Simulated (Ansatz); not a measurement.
Program: Ansatz. Geometries: PBE0-D4/def2-TZVP. ΔE: electronic, gas phase. CCSD(T)/CBS is the MP2 limit (def2-TZVPP, def2-QZVPP) plus CCSD(T) − MP2 in def2-TZVPP, frozen cores. This one scheme is used for every species. One conformer a species, not always the lowest.

Reaction (formal exchange of groups at a B–C bond): `CBN` + `CCC` → `CC(C)BN` + CH₄

`CBN`:

Cartesian coordinates in Å:
```
C -0.768 0.755 0.473
B 0.577 0.104 -0.002
N 0.611 -1.126 -0.652
H -0.896 1.741 0.013
H -0.744 0.937 1.553
H -1.659 0.161 0.251
H 1.631 0.652 0.184
H 1.462 -1.560 -0.964
H -0.215 -1.664 -0.855
```

`CCC`:

Z-matrix (Å, degrees):
```
C
C 1 1.519
H 1 1.094 2 111.1
H 1 1.094 2 111.1 3 119.5
H 1 1.093 2 111.7 3 -120.3
C 2 1.519 1 112.7 3 -59.7
H 2 1.095 1 109.5 3 178.2
H 2 1.095 1 109.5 3 62.4
H 6 1.094 2 111.0 1 59.7
H 6 1.093 2 111.7 1 -180.0
H 6 1.094 2 111.1 1 -59.7
```

`CC(C)BN`:

Z-matrix (Å, degrees):
```
C
C 1 1.529
H 1 1.093 2 112.0
H 1 1.094 2 110.8 3 120.0
H 1 1.095 2 111.2 3 -120.5
C 2 1.529 1 110.3 3 177.4
B 2 1.576 1 110.3 3 -60.5
H 2 1.099 1 108.1 3 59.5
H 6 1.093 2 112.0 1 -177.4
H 6 1.094 2 110.8 1 62.6
H 6 1.095 2 111.2 1 -56.9
N 7 1.390 2 122.3 1 119.1
H 7 1.204 2 120.2 1 -60.9
H 12 1.005 7 123.3 2 179.9
H 12 1.007 7 123.0 2 -0.1
```

CH₄:

Z-matrix (Å, degrees):
```
C
H 1 1.090
H 1 1.090 2 109.5
H 1 1.090 2 109.5 3 -120.0
H 1 1.090 2 109.5 3 120.0
```

```tsv
species	HF/CBS(def2) energy (Eh)
`CBN`	-120.60163
`CCC`	-118.31736
`CC(C)BN`	-198.69651
CH₄	-40.21695
```

Question: Work out ΔE.

Answer: ΔE = (-198.69651) + (-40.21695) − (-120.60163) − (-118.31736) = 0.00553 Eh = +14.5 kJ/mol. CCSD(T)/CBS gives +4.1 kJ/mol.

Largest T1 diagnostic among the species: 0.011.

The D4 term adds −6.1 kJ/mol with B3LYP and −3.7 kJ/mol with PBE0; it sums over pairs of atoms, weighted by their polarisabilities, and B3LYP, whose exchange is more repulsive, gets the larger term. In def2-TZVPP, CCSD(T) changes the Hartree–Fock value by −10.8 kJ/mol (the triples alone add −2.1 kJ/mol) and MP2 by −12.6 kJ/mol. Leaving LDA and LC-ωPBE aside and taking each functional with its dispersion term where it has one, the values, not all of them listed here, spread over 4.4 kJ/mol, from revPBE-D4 to B2PLYP. LDA lies −3.8 kJ/mol from PBE without D4.

B3LYP here is the variant with VWN-RPA as its local correlation; programs differ in this.
